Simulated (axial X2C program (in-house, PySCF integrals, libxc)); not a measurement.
# GeAs: properties at the nuclei

Calculated with an axial X2C code built on PySCF integrals: two-component X2C with atomic mean-field Coulomb and Gaunt terms, Gaussian nuclei, basis As dyall-cv3z, Ge dyall-cv3z with contracted cores.

R = 2.241 Å (near the PBE0 minimum at charge 0 of the determinant lowest at the starting distance; the state shown can have its own minimum elsewhere).

Determinant lowest in the PBE0 search, Ω = 3/2 (⟨Sz⟩ = 0.50, ⟨Lz⟩ = 1.00 at PBE0), spin on the atoms As 0.41, Ge 0.09:

```tsv
level	Eeff magnitude (GV/cm)	Ws magnitude As (kHz)	A∥/gI As (MHz)	qzz As (a.u.)	A∥/gI Ge (MHz)	qzz Ge (a.u.)	μ (D)
PBE0	0.124	0.0302	159	-3.29	112	-4.25	1.02
HF	0.733	0.132	-74.3	-3.42	287	-4.30	0.86
BP86	0.0771	0.0225	191	-3.36	107	-3.99	0.85
TPSSh	0.106	0.0289	176	-3.26	114	-4.12	0.94
BHandHLYP	0.131	0.0305	158	-3.29	120	-4.51	1.21
```

Determinant 0.14 eV from it at PBE0 and this distance, Ω = 1/2 (⟨Sz⟩ = -0.50, ⟨Lz⟩ = 1.00 at PBE0), spin on the atoms As -0.42, Ge -0.08:

```csv
level,Eeff magnitude (GV/cm),Ws magnitude As (kHz),Ws magnitude Ge (kHz),A∥/gI As (MHz),qzz As (a.u.),A∥/gI Ge (MHz),qzz Ge (a.u.),μ (D)
PBE0,0.213,0.116,0.0763,1190,-3.39,543,-4.26,1.02
HF,2.62,0.0988,2.16,610,-2.96,919,-3.90,0.88
BP86,0.295,0.13,0.128,1180,-3.43,584,-3.98,0.86
TPSSh,0.166,0.0846,0.0659,1170,-3.35,542,-4.13,0.94
BHandHLYP,0.367,0.186,0.139,1110,-3.38,533,-4.51,1.20
```

Eeff is the effective electric field on the electron electric dipole moment in this Ω state and Ws the scalar–pseudoscalar constant of the nucleus named (defined with the proton number Z and per Ω); A∥ (defined per Ω) follows by multiplying with gI = μI/(I μN); qzz is the electric field gradient, eQq0 = 234.96 MHz × Q/barn × qzz; μ is positive if the Ge end (last atom) is positive. The operators were transformed with the bare-nucleus X2C matrices; with these basis sets, hyperfine constants and field gradients can be off by tens of per cent, and where levels differ in sign neither size nor sign is settled.

With Q(75As) = 0.311 barn, Q(73Ge) = -0.196 barn (Q from Pyykkö, Mol. Phys. 2018), turn the PBE0 values of the first state into constants in MHz.

eQq0(75As) = 234.96 × (0.311) × (-3.29) = -240 MHz; eQq0(73Ge) = 234.96 × (-0.196) × (-4.25) = 196 MHz.

Each state is one determinant with collinear spin. Unrestricted Hartree–Fock can overshoot spin polarisation at the nuclei. Where Eeff spreads by more than a factor of two the levels disagree and none is to be relied on. The search compared states at one distance, so a state with another bond length can lie lower. The sign of Ws at Ge differs between levels in the first state. Further determinants of the search, some of them spin-mixed, are not shown. Where a field gradient or hyperfine factor spreads by more than a factor of two over the levels, a constant derived from it is not to be relied on. PBE0 term energies can be off by some tenths of an eV.
